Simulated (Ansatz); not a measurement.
The same path of CH$_{3}$ClFSSb (8 atoms, charge 0, multiplicity 1) was run twice with different band settings. The coordinate that changes most is the height of Sb3 over the plane of its neighbours.

The calculation used RKS BLYP-D4/def2-SVP (Ansatz 0.2.0).

Relaxed end points:

```xyz
8
Properties=species:S:1:pos:R:3
C 0.467 -0.478 0.984
S 1.601 -0.035 -0.422
Sb -0.104 0.677 -2.057
F -1.361 -0.796 -1.656
Cl -1.296 2.281 -0.678
H 1.088 -1.003 1.732
H 0.033 0.440 1.420
H -0.336 -1.143 0.620
```

```xyz
8
Properties=species:S:1:pos:R:3
C -0.329 -0.220 1.112
S -1.340 0.924 0.051
Sb -0.087 0.672 -2.060
F 0.144 -1.284 -1.899
Cl 2.142 1.164 -1.231
H 0.660 0.230 1.315
H -0.892 -0.350 2.054
H -0.207 -1.193 0.602
```

Common settings: movable images 9; climbing image yes; spring 5.0 eV/Å²; optimiser quadratic models (default); start path IDPP; force threshold 0.05 eV/Å; end points relaxed.

| run | iteration limit |
| --- | --- |
| 1 | 60 |
| 2 | 10 |

Problem. What does each run give, and how far can it be trusted?

Solution. Run 1: converged after 10 iterations, highest image 0.820 eV above the first end. A vibrational analysis at the climbing image gives one clearly imaginary mode, 98i cm⁻¹: a first-order saddle point.
Run 2: converged after 10 iterations, highest image 0.820 eV above the first end. Another band between the same ends (9 images) ends at a top of the same energy, where a vibrational analysis finds 1 clearly imaginary mode.
